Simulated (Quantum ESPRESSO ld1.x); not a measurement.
Br12+, 23 electrons, occupied as [Ar] 3d5. Calculated with ld1.x of Quantum ESPRESSO 7.5: non-relativistic Kohn-Sham, LDA (Slater exchange, Perdew-Zunger correlation), spin-polarised, spherical densities, point nucleus; open shells are filled with parallel spins first.

Radial electron density D(r) = 4 pi r^2 rho(r):

r (bohr),D(r) (e/bohr),spin D(r)
0.003961,4.410,-0.000331
0.004955,6.438,-0.000483
0.006199,9.239,-0.000692
0.007756,12.97,-0.000970
0.009781,17.92,-0.00134
0.01224,23.65,-0.00176
0.01531,29.93,-0.00221
0.01915,35.98,-0.00262
0.02396,40.67,-0.00282
0.03022,42.84,-0.00238
0.0378,41.77,-0.000137
0.0473,38.56,0.00760
0.05917,35.87,0.0318
0.07403,36.86,0.102
0.09335,42.72,0.297
0.1168,49.34,0.747
0.1461,50.33,1.68
0.1828,42.46,3.33
0.2287,30.80,5.75
0.2861,24.75,8.47
0.3608,27.06,10.4
0.4514,29.24,10.1
0.5648,23.69,7.59
0.7066,13.06,4.19
0.884,4.611,1.60
1.115,0.9074,0.366
1.395,0.1009,0.0494
1.745,0.005373,0.00326

D(r) has 3 maxima, at r = 0.0312, 0.135, 0.437 bohr, and minima at 0.0636, 0.295 bohr, inside which lie 2.08, 10.95 electrons.
